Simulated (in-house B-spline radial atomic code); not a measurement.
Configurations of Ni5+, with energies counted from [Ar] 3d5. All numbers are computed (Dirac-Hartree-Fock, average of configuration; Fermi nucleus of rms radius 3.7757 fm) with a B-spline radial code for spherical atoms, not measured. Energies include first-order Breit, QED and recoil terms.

Occupations are held fixed; configurations that lie above the ionisation limit could autoionise.

```
       configuration  E - E(ref) (eV)  highest orbital  its <r> (bohr)
        [Ar] 3d4 4s1           33.834            4s1/2           1.817
        [Ar] 3d4 4p1           44.549            4p3/2               2
        [Ar] 3d4 5p1           71.383            5p3/2           3.742
        [Ar] 3d4 6p1           83.108            6p3/2           5.973
        [Ar] 3d4 5g1           83.619            5g9/2           4.577
        [Ar] 3d4 6g1           89.605            6g9/2           7.323
        [Ar] 3d4 7f1           93.033            7f5/2           10.98
        [Ar] 3d4 7g1           93.217            7g9/2           10.57
[Ne] 3s2 3p5 3d5 4f1           141.54            4f5/2           2.871
[Ne] 3s2 3p5 3d5 5f1           152.73            5f5/2            5.06
```

Order these further configurations by energy, lowest first.
A. [Ar] 3d4 4f1
B. [Ar] 3d4 7p1
C. [Ar] 3d4 7s1
D. [Ne] 3s2 3p5 3d5 4s1
E. [Ne] 3s2 3p5 3d5 6s1

A (72.023 eV), C (88.142 eV), B (89.344 eV), D (103.36 eV), E (150.55 eV).

How far above the reference does [Ne] 3s2 3p5 3d5 5s1 lie?

136.69 eV; its least bound orbital is 5s1/2 with <r> = 3.433 bohr.

How far above the reference does [Ne] 3s2 3p5 3d5 6g1 lie?

159.16 eV; its least bound orbital is 6g9/2 with <r> = 7.322 bohr.

How far above the reference does [Ne] 3s2 3p5 3d5 6f1 lie?

158.87 eV; its least bound orbital is 6f5/2 with <r> = 7.763 bohr.

One of these lies 162.6 eV from the reference. Which?
A. [Ar] 3d4 6s1
B. [Ne] 3s2 3p5 3d5 7f1
C. [Ne] 3s2 3p5 3d6

B.
